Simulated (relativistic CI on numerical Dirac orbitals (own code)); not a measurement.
Transition arrays of Cd8+

Method of calculation: Dirac-Coulomb-Breit CI, separate exchange-only KLI orbitals for each configuration, a model potential for QED, valence Slater integrals scaled by 0.9, whole transition arrays (own radial code, finite nucleus).

Configuration list (outside the closed core [Ar] 3d10 4s2): 4p6 4d4, 4p6 4d3 4f, 4p5 4d5, 4p6 4d3 5p, 4p6 4d3 5f. Levels of other configurations are missing.

All E1 lines from the levels of 4p6 4d4; mean and standard deviation are weighted by gf, and upper levels are sorted by their leading configuration.

| Upper configuration | Lines | Σgf | Mean (eV) | Mean (nm) | σ (eV) | Strongest line (nm) |
| --- | --- | --- | --- | --- | --- | --- |
| 4p6 4d3 4f | 2573 | 696.8 | 76.66 | 16.174 | 3.37 | 16.249 |
| 4p5 4d5 | 3479 | 1135.5 | 79.77 | 15.544 | 4.33 | 15.219 |
| 4p6 4d3 5p | 1736 | 103.4 | 56.28 | 22.030 | 1.81 | 21.746 |
| 4p6 4d3 5f | 2825 | 174.5 | 98.03 | 12.648 | 2.15 | 12.431 |

Σgf per state of the lower configuration in bins of 0.5 nm over the central range (centre: value): 12.25: 0.28, 12.75: 0.45, 13.25: 0.09, 14.25: 0.09, 14.75: 0.86, 15.25: 2.13, 15.75: 2.97, 16.25: 1.97, 16.75: 0.26, 17.25: 0.03, 17.75: 0.05, 18.25: 0.06, 18.75: 0.06, 19.25: 0.08, 19.75: 0.05, 21.25: 0.08, 21.75: 0.19.

(1) How do configuration mixing and the scaling of the Slater integrals move the arrays?

## Answers

(1) Slater scale 0.9, no configuration mixing: 4p6 4d3 4f 70.7 ± 3.2 eV (Σgf 977.8), 4p5 4d5 75.3 ± 5.9 eV (Σgf 808.0), 4p6 4d3 5p 56.2 ± 1.6 eV (Σgf 129.1), 4p6 4d3 5f 97.8 ± 1.8 eV (Σgf 6.3); Slater scale 1: 4p6 4d3 4f 77.9 ± 3.9 eV (Σgf 699.7), 4p5 4d5 81.2 ± 4.5 eV (Σgf 1130.5), 4p6 4d3 5p 56.3 ± 1.9 eV (Σgf 99.4), 4p6 4d3 5f 98.0 ± 2.7 eV (Σgf 221.3); Slater scale 0.8: 4p6 4d3 4f 75.3 ± 3.1 eV (Σgf 669.3), 4p5 4d5 78.3 ± 3.8 eV (Σgf 1149.7), 4p6 4d3 5p 56.2 ± 1.6 eV (Σgf 109.7), 4p6 4d3 5f 98.0 ± 1.9 eV (Σgf 140.6). With mixing, levels are counted to their leading configuration, so an array can shrink or vanish into another, and the sums then hold other lines.
